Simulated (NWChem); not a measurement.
System: SiH3O3F; SMILES O[Si](O)(O)F

```xyz
8

O     -1.5480    -0.1116     0.5372
Si    -0.0001    -0.0001     0.0225
O      0.6730     1.3906     0.5574
O      0.8633    -1.2843     0.5504
F      0.0114     0.0050    -1.5972
H     -2.1512     0.5939     0.2877
H      1.5863     1.5648     0.3141
H      0.5572    -2.1597     0.2981
```
Atoms are numbered in this order, from 1.

All runs: NWChem. The geometry was optimised at PBE0/def2-SVP. Hybrids' shares of exact exchange are those that their runs print; pure functionals count as 0. The functionals differ in more than this share.

| row | share of exact exchange | orbital gap (eV) |
|---|---|---|
| PBE/def2-SVP | 0.00 | 7.42 |
| BP86/def2-SVP | 0.00 | 7.62 |
| TPSSh/def2-SVP | 0.10 | 8.94 |
| B3LYP/def2-SVP | 0.20 | 9.57 |
| PBE0/def2-SVP | 0.25 | 10.35 |
| Hartree-Fock/def2-SVP | 1.00 | withheld |

Question: Fit a straight line of the last column on the one before it, predict the withheld value, and compare with the run.

Answer: 
1. Means of the 5 shown rows: x = 0.110, y = 8.780. Slope Σ(x − x̄)(y − ȳ)/Σ(x − x̄)² = 0.5665/0.05200 = 10.89; intercept 7.582.
2. The shown rows scatter about the line by 0.166 (root mean square); the largest residual is +0.27, at TPSSh/def2-SVP.
3. At x = 1.00 (Hartree-Fock/def2-SVP; beyond the shown range) the line gives 18.47.
4. The run gives 18.48, +0.01 from the line, 0.1 times the scatter.
